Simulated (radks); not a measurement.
The numbers below are computed, except where a source is named.
These are the eigenvalues of the occupied orbitals of an atom or ion with whole-number occupations (eV). Code: a radial shooting solver on a logarithmic mesh with Libxc functionals. Model: Dirac Kohn-Sham, PBEsol, spin-unpolarised, spherical densities, point nucleus.

| orbital | eigenvalue |
|---|---|
| 1s1/2 | -57329.83 |
| 2s1/2 | -9663.384 |
| 2p1/2 | -9206.253 |
| 2p3/2 | -8290.000 |
| 3s1/2 | -2201.182 |
| 3p1/2 | -2000.675 |
| 3p3/2 | -1808.313 |
| 3d3/2 | -1465.326 |
| 3d5/2 | -1423.290 |
| 4s1/2 | -470.4099 |
| 4p1/2 | -390.2489 |
| 4p3/2 | -346.5898 |
| 4d3/2 | -214.5443 |
| 4d5/2 | -206.5560 |
| 5s1/2 | -89.2968 |
| 5p1/2 | -66.2500 |
| 5p3/2 | -59.8760 |
| 4f5/2 | -46.7205 |
| 4f7/2 | -45.4941 |
| 6s1/2 | -26.0972 |

Which element is it, and in what charge state? The configuration may be excited. Open shells, if any, fill j = l - 1/2 first.

Answer. Z = 68, erbium, charge +3: Er3+ in [Xe] 4f10 6s1. The list shows which subshells hold electrons but not how many an open one holds; the 1s level, -2106.8 hartree, gives Z - s = 64.9 by -(Z - s)^2/2, which with screening and relativity narrows Z to a few neighbours, and the depths of the outer levels then fix element, charge and occupations together.
